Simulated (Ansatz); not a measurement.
F2I2Ti (`[F][Ti]([F])([I])[I]`). The species carries charge 0 and has multiplicity 1. I: def2 effective core potential.

```xyz
5

F    -1.163    0.567    1.324
Ti   -0.054    0.178    0.049
F     0.492    1.631   -0.724
I     1.937   -1.071    1.009
I    -1.212   -1.305   -1.658
```

(1) List the harmonic frequencies (cm⁻¹, unscaled) at PBE0-D4/def2-TZVP in Ansatz. (Estimate.)

(2) Is this a minimum?

(3) Give the ideal-gas thermochemistry at 298.15 K and 1 bar (rigid rotor, harmonic oscillator; point group C2v, symmetry number 2).

Results:

(1) Ansatz gave: 63, 130, 133, 143, 173, 279, 357, 763, 804.

(2) Yes, all 9 modes are real.

(3) Zero-point energy 17.0 kJ/mol; H(298) − E = 38.4 kJ/mol; entropy 385.0 J/(mol·K), of which translation 181.5, rotation 126.2, vibration 77.3; G(298) − E = -76.4 kJ/mol. Modes under 100 cm⁻¹ are hindered rotations or soft bends, so the harmonic entropy is rough.
